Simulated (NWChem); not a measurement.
Species: CHCl, singlet; SMILES [CH]Cl

```xyz
3

C      0.1165     1.2094     0.0000
Cl     0.0155    -0.5148     0.0000
H     -0.9634     1.4952     0.0000
```
Atoms are numbered in this order, from 1.

Program: NWChem. Pople sets run with spherical d functions. Low-valent species are run as closed-shell singlets; no triplet was tried in these runs. All runs use the structure optimised with B3LYP/6-31G* (spherical d). Total energies compare along this basis series because the functional is fixed.

```json
[
 {"level": "TPSS/STO-3G", "basis functions": "15", "energy (Ha)": "-493.2885", "highest occupied level (eV)": "-3.47", "orbital gap (eV)": "1.53", "dipole (D)": "1.29"},
 {"level": "TPSS/3-21G", "basis functions": "24", "energy (Ha)": "-496.3430", "highest occupied level (eV)": "[?]", "orbital gap (eV)": "[?]", "dipole (D)": "1.73"},
 {"level": "TPSS/6-31G*", "basis functions": "34", "energy (Ha)": "-498.7718", "highest occupied level (eV)": "-5.68", "orbital gap (eV)": "1.57", "dipole (D)": "1.56"},
 {"level": "TPSS/6-31+G*", "basis functions": "42", "energy (Ha)": "-498.7768", "highest occupied level (eV)": "-5.95", "orbital gap (eV)": "1.57", "dipole (D)": "1.77"},
 {"level": "TPSS/6-311G**", "basis functions": "50", "energy (Ha)": "-498.8148", "highest occupied level (eV)": "-5.92", "orbital gap (eV)": "1.59", "dipole (D)": "1.65"},
 {"level": "TPSS/6-311++G**", "basis functions": "59", "energy (Ha)": "-498.8178", "highest occupied level (eV)": "-6.00", "orbital gap (eV)": "1.59", "dipole (D)": "1.71"}
]
```

Some entries are withheld; supply them.


- TPSS/3-21G, highest occupied level (eV): -5.64
- TPSS/3-21G, orbital gap (eV): 1.39
